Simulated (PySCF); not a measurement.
Isomers of C5H12O2Si, mass 132.061 u with the commonest isotopes. Computed with PBE0/pcSseg-1 in PySCF (dipole) on a GFN2-xTB geometry, gas phase. One conformer each, none proved a minimum here; rigid rotors.

Question: Order these by radius of gyration √(Σ m r²/M), smallest first.
A. `[CH3:1][CH2:2][O:3][SiH2:4]/[CH:5]=[CH:6]\[O:7][CH3:8]` with C1–C2–O3–Si4 172°, C2–O3–Si4–C5 -55°, O3–Si4–C5–C6 74°, C5–C6–O7–C8 168°
B. `[OH:1][SiH2:2][C@H:3]1[CH2:4][CH2:5][CH2:6][O:7][CH2:8]1` with H–O1–Si2–C3 -9°, O1–Si2–C3–C4 -86°, Si2–C3–C4–C5 66°, C3–C4–C5–C6 54°, C4–C5–C6–O7 -55°, C5–C6–O7–C8 60°
C. `[CH3:1][O:2][C@H:3]1[CH2:4][Si@@H:5]([O:6][CH3:7])[CH2:8]1` with C1–O2–C3–C4 71°, C4–Si5–O6–C7 -177°, O2–C3–C4–Si5 137°, C3–C4–Si5–O6 -134°, C4–Si5–C8–C3 14°, O2–C3–C8–Si5 -140°
D. `[CH3:1][C@@:2]1([O:3][SiH3:4])[CH2:5][CH2:6][O:7][CH2:8]1` with C1–C2–O3–Si4 -57°, C1–C2–C5–C6 117°, C2–C5–C6–O7 -22°, C5–C6–O7–C8 39°, C6–O7–C8–C2 -40°

Answer: B (1.867 Å), D (2.052 Å), A (2.288 Å), C (2.325 Å).

Question: Order these by dipole moment, largest first.
A. `[CH3:1][CH2:2][O:3][SiH2:4]/[CH:5]=[CH:6]\[O:7][CH3:8]` with C1–C2–O3–Si4 172°, C2–O3–Si4–C5 -55°, O3–Si4–C5–C6 74°, C5–C6–O7–C8 168°
B. `[CH3:1][C@@:2]1([O:3][SiH3:4])[CH2:5][CH2:6][O:7][CH2:8]1` with C1–C2–O3–Si4 -57°, C1–C2–C5–C6 117°, C2–C5–C6–O7 -22°, C5–C6–O7–C8 39°, C6–O7–C8–C2 -40°
C. `[OH:1][SiH2:2][C@H:3]1[CH2:4][CH2:5][CH2:6][O:7][CH2:8]1` with H–O1–Si2–C3 -9°, O1–Si2–C3–C4 -86°, Si2–C3–C4–C5 66°, C3–C4–C5–C6 54°, C4–C5–C6–O7 -55°, C5–C6–O7–C8 60°
D. `[CH3:1][O:2][C@H:3]1[CH2:4][Si@@H:5]([O:6][CH3:7])[CH2:8]1` with C1–O2–C3–C4 71°, C4–Si5–O6–C7 -177°, O2–C3–C4–Si5 137°, C3–C4–Si5–O6 -134°, C4–Si5–C8–C3 14°, O2–C3–C8–Si5 -140°

Answer: A (3.70 D), C (2.96 D), D (1.49 D), B (0.90 D).

Question: Order these by out-of-plane moment Σ m c² = (Ia + Ib − Ic)/2, smallest first.
A. `[CH3:1][O:2][C@H:3]1[CH2:4][Si@@H:5]([O:6][CH3:7])[CH2:8]1` with C1–O2–C3–C4 71°, C4–Si5–O6–C7 -177°, O2–C3–C4–Si5 137°, C3–C4–Si5–O6 -134°, C4–Si5–C8–C3 14°, O2–C3–C8–Si5 -140°
B. `[OH:1][SiH2:2][C@H:3]1[CH2:4][CH2:5][CH2:6][O:7][CH2:8]1` with H–O1–Si2–C3 -9°, O1–Si2–C3–C4 -86°, Si2–C3–C4–C5 66°, C3–C4–C5–C6 54°, C4–C5–C6–O7 -55°, C5–C6–O7–C8 60°
C. `[CH3:1][CH2:2][O:3][SiH2:4]/[CH:5]=[CH:6]\[O:7][CH3:8]` with C1–C2–O3–Si4 172°, C2–O3–Si4–C5 -55°, O3–Si4–C5–C6 74°, C5–C6–O7–C8 168°
D. `[CH3:1][C@@:2]1([O:3][SiH3:4])[CH2:5][CH2:6][O:7][CH2:8]1` with C1–C2–O3–Si4 -57°, C1–C2–C5–C6 117°, C2–C5–C6–O7 -22°, C5–C6–O7–C8 39°, C6–O7–C8–C2 -40°

Answer: C (36.81 u·Å²), A (39.76 u·Å²), D (69.36 u·Å²), B (83.69 u·Å²).

| SMILES | point group | Ia (u·Å²) | Ib (u·Å²) | Ic (u·Å²) | κ | μa (D) | μb (D) | μc (D) |
| --- | --- | --- | --- | --- | --- | --- | --- | --- |
| CO[C@H]1C[Si@@H](OC)C1 | C1 | 99.36 | 654.56 | 674.41 | -0.99 | 1.15 | 0.05 | 0.95 |
| O[SiH2][C@H]1CCCOC1 | C1 | 202.32 | 341.81 | 376.76 | -0.76 | 2.34 | 1.59 | 0.86 |
| CCO[SiH2]/C=C\OC | C1 | 233.40 | 494.56 | 654.33 | -0.64 | 3.03 | 2.04 | 0.62 |
| C[C@@]1(O[SiH3])CCOC1 | C1 | 151.77 | 473.91 | 486.95 | -0.98 | 0.46 | 0.75 | 0.21 |
